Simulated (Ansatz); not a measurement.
Geometry optimisation, Ansatz 0.2.0, RKS CAM-B3LYP/def2-SVP.

input.yaml

```yaml
crystal:
  periodic: [false, false, false]
  atoms:
    - { symbol: B, position_ang: [-0.9589, 1.5341, -0.0095] }
    - { symbol: Sn, position_ang: [0.6851, 0.1881, -0.3557] }
    - { symbol: B, position_ang: [0.1509, -1.7924, 0.4795] }
    - { symbol: F, position_ang: [-0.8963, -2.5028, 0.0039] }
    - { symbol: H, position_ang: [-1.5513, 2.0689, -0.9608] }
    - { symbol: H, position_ang: [-1.3699, 1.8297, 1.0766] }
    - { symbol: H, position_ang: [2.1476, 0.8186, 0.4385] }
    - { symbol: H, position_ang: [1.0238, 0.0511, -2.0797] }
    - { symbol: H, position_ang: [0.8574, -2.2416, 1.3901] }
basis:
  gaussian: { orbitals: def2-SVP }
hamiltonian:
  xc: cam_b3lyp
relax:
  f_tol: 0.015
  max_steps: 40
```

Command:

```bash
$ ansatz run input.yaml --threads 2 --pin off --max-ram 3072MiB --backend cpu --events-out ev --progress --plain --runs-dir out
```

Where does it end, and by what steps?

It converged. The force dipped under the threshold on the way, but the program's further checks kept it going. After 22 steps the energy has fallen by 0.233 eV; F4 moved furthest, 0.57 Å.

```json
{"step": "0", "energy less start (eV)": "0.0000", "largest force component (eV/Å)": "1.457", "accepted": "yes"}
{"step": "1", "energy less start (eV)": "-0.0425", "largest force component (eV/Å)": "1.790", "accepted": "yes"}
{"step": "2", "energy less start (eV)": "-0.0773", "largest force component (eV/Å)": "1.936", "accepted": "yes"}
{"step": "3", "energy less start (eV)": "-0.2152", "largest force component (eV/Å)": "0.286", "accepted": "yes"}
{"step": "4", "energy less start (eV)": "-0.2095", "largest force component (eV/Å)": "0.616", "accepted": "no"}
{"step": "5", "energy less start (eV)": "-0.2230", "largest force component (eV/Å)": "0.089", "accepted": "yes"}
{"step": "6", "energy less start (eV)": "-0.2271", "largest force component (eV/Å)": "0.053", "accepted": "yes"}
{"step": "7", "energy less start (eV)": "-0.2274", "largest force component (eV/Å)": "0.117", "accepted": "yes"}
{"step": "8", "energy less start (eV)": "-0.2283", "largest force component (eV/Å)": "0.104", "accepted": "yes"}
{"step": "9", "energy less start (eV)": "-0.2312", "largest force component (eV/Å)": "0.039", "accepted": "yes"}
{"step": "10", "energy less start (eV)": "-0.2296", "largest force component (eV/Å)": "0.181", "accepted": "no"}
{"step": "11", "energy less start (eV)": "-0.2309", "largest force component (eV/Å)": "0.141", "accepted": "no"}
{"step": "12", "energy less start (eV)": "-0.2319", "largest force component (eV/Å)": "0.013", "accepted": "yes"}
{"step": "13", "energy less start (eV)": "-0.2317", "largest force component (eV/Å)": "0.128", "accepted": "no"}
{"step": "14", "energy less start (eV)": "-0.2326", "largest force component (eV/Å)": "0.027", "accepted": "yes"}
{"step": "15", "energy less start (eV)": "-0.2305", "largest force component (eV/Å)": "0.156", "accepted": "no"}
{"step": "16", "energy less start (eV)": "-0.2329", "largest force component (eV/Å)": "0.016", "accepted": "yes"}
{"step": "17", "energy less start (eV)": "-0.2331", "largest force component (eV/Å)": "0.014", "accepted": "yes"}
{"step": "18", "energy less start (eV)": "-0.2331", "largest force component (eV/Å)": "0.041", "accepted": "yes"}
{"step": "19", "energy less start (eV)": "-0.2333", "largest force component (eV/Å)": "0.031", "accepted": "yes"}
{"step": "20", "energy less start (eV)": "-0.2334", "largest force component (eV/Å)": "0.019", "accepted": "yes"}
{"step": "21", "energy less start (eV)": "-0.2334", "largest force component (eV/Å)": "0.008", "accepted": "yes"}
{"step": "22", "energy less start (eV)": "-0.2334", "largest force component (eV/Å)": "0.012", "accepted": "yes"}
```

```xyz
9
Properties=species:S:1:pos:R:3
B -0.984 1.652 0.013
Sn 0.689 0.201 -0.370
B 0.172 -1.854 0.459
F -0.462 -2.720 -0.302
H -1.859 1.814 -0.798
H -1.048 2.263 1.050
H 2.131 0.734 0.392
H 1.012 0.073 -2.049
H 0.438 -2.210 1.586
```

Run time: 64 s on 2 threads of Arm Neoverse V1, with other jobs on the host, peak memory 0.23 GiB.
